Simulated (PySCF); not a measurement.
C3H8N2Si, SMILES C1N=C([SiH3])[C@@H]1N.

Geometry: PBE0-D3(BJ)/def2-SVP. The structure was generated by enumeration; whether it is a known compound was not checked. The values are those of a single conformer.

Two levels are set side by side: TDDFT-PBE/def2-SVPD (PySCF) and TDDFT-PBE0/def2-SVPD (PySCF). Vertical, same geometry. The lowest singlet is HOMO→LUMO 98 % with PBE and HOMO→LUMO 92 % with the other functional; states are paired by order. Differences are taken from unrounded values.

```json
[
 {"quantity": "lowest singlet excitation (eV)", "TDDFT-PBE0": "4.29", "TDDFT-PBE": "3.73", "TDDFT-PBE minus TDDFT-PBE0": "-0.56"},
 {"quantity": "lowest triplet excitation (TDA) (eV)", "TDDFT-PBE0": "3.57", "TDDFT-PBE": "3.26", "TDDFT-PBE minus TDDFT-PBE0": "-0.31"}
]
```

Functionals without exact exchange tend to place singlet excitations lower, as here. Differences between two approximate levels are no errors against the true value.

Rough cost on one machine, each run with all the roots and properties that it gave: TDDFT-PBE0 against TDDFT-PBE about 4 times.
